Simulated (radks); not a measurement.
The numbers below are computed, except where a source is named.
Q: Zr+, configuration [Kr] 4d2 5s1. Level of theory: scalar-relativistic Kohn-Sham, PBEsol, spin-polarised, spherical densities, finite nucleus; open shells are filled with parallel spins first (spin-orbit coupling, left out, can overturn this in heavy ions); Fermi nuclear charge, rms radius 4.2694 fm; hard spherical wall at 12 bohr (a radial shooting solver on a logarithmic mesh with Libxc functionals). Some entries of the table are withheld. Estimate them.

| orbital | occ. | eigenvalue (hartree) | <r> (bohr) | <1/r> (bohr^-1) |
|---|---|---|---|---|
| 1s up | 1 | -654.8541 | 0.03708 | 41.23 |
| 1s down | 1 | -654.8536 | 0.03708 | 41.23 |
| 2s up | 1 | -90.95151 | 0.1627 | 9.245 |
| 2s down | 1 | -90.94545 | 0.1627 | 9.245 |
| 2p up | 3 | -81.15143 | 0.1418 | 9.010 |
| 2p down | 3 | -81.14684 | 0.1418 | 9.010 |
| 3s up | 1 | -15.09756 | 0.4588 | 3.138 |
| 3s down | 1 | -15.09343 | 0.4588 | 3.138 |
| 3p up | 3 | -11.90587 | 0.4624 | 2.980 |
| 3p down | 3 | -11.90134 | 0.4624 | 2.980 |
| 3d up | 5 | -6.66327 | 0.4527 | 2.739 |
| 3d down | 5 | -6.65688 | 0.4526 | 2.740 |
| 4s up | 1 | -2.26012 | 1.216 | 1.114 |
| 4s down | 1 | -2.22090 | 1.209 | 1.121 |
| 4p up | 3 | -1.45416 | (1) | 0.9735 |
| 4p down | 3 | -1.40736 | (2) | 0.9830 |
| 4d up | 2 | -0.39199 | 2.134 | 0.6242 |
| 5s up | 1 | -0.38935 | 3.343 | 0.3837 |
| 4d down | 0 | -0.32476 | 2.094 | 0.6387 |
| 5p up | 0 | -0.24500 | 4.123 | 0.3096 |
| 6s up | 0 | -0.10255 | 6.750 | (3) |
| 4f up | 0 | -0.01694 | (4) | 0.1657 |

A: 
(1) 4p up <r> (bohr): 1.373
(2) 4p down <r> (bohr): 1.361
(3) 6s up <1/r> (bohr^-1): 0.1905
(4) 4f up <r> (bohr): 6.688
